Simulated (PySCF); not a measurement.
A structure optimised at r2SCAN-D4/def2-SVP, used in a PySCF frequency run:

```
B
O 1 1.3422
C 2 1.4163 1 124.73
H 3 1.1002 2 108.78 1 121.90
H 3 1.1003 4 108.72 2 -118.38
H 3 1.1031 4 109.06 5 -118.82
Cl 1 1.7780 2 115.56 3 179.95
Si 1 2.0394 2 125.49 3 -0.05
H 8 1.4917 1 111.24 2 179.74
H 8 1.4997 9 108.59 1 122.30
H 8 1.4997 9 108.58 10 115.43
```
Charge 0, spin multiplicity 1.

Question: Write its SMILES and formula.

Answer: COB([SiH3])Cl, CH₆BClOSi

Question: What are its rotational constants (standard atomic weights)?

Answer: 3.0746, 2.3033, 1.3486 GHz
